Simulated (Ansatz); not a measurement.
Program: Ansatz. Geometries: PBE0-D4/def2-TZVP. ΔE: electronic, gas phase. CCSD(T)/CBS adds triple-zeta CCSD(T) − MP2 to the extrapolated MP2 energy (def2 sets, frozen cores). DFT in def2-TZVPP. For Br outer-core shells are correlated without core-valence functions, which leaves a few kJ/mol of doubt a bond. Scalar relativity is left out up to krypton. Each species was taken in one conformer, which may not be the lowest.

Reaction (formal exchange of groups at a B–Br bond): `COB(Br)OC` + `CCC(C)O` → `COB(O)OC` + `CCC(C)Br`

Is it downhill or uphill in electronic energy at CCSD(T)/CBS, and by how much? (An estimate is asked.)

Ansatz gave: Downhill: ΔE = -77.9 kJ/mol.

What do these levels give: CAM-B3LYP-D4, LC-ωPBE, CCSD/def2-SVP, MP2/def2-TZVPP, MP2/def2-QZVPP, HF/CBS(def2)? (An estimate is asked.)

Ansatz gave: CAM-B3LYP-D4 -77.0, LC-ωPBE -71.2, CCSD/def2-SVP -73.9, MP2/def2-TZVPP -80.3, MP2/def2-QZVPP -80.5, HF/CBS(def2) -81.3 kJ/mol.

Largest T1 diagnostic among the species: 0.012.

At CCSD(T), def2-SVP lies +4.6 kJ/mol from the extrapolated value and def2-TZVPP +0.3 kJ/mol. From BLYP to BHLYP (50 % exact exchange), in def2-TZVPP and without D4, ΔE moves by −4.5 kJ/mol. Leaving LDA and LC-ωPBE aside and taking each functional with its dispersion term where it has one, the values, not all of them listed here, spread over 10.8 kJ/mol, from BHLYP-D4 to revPBE-D4.
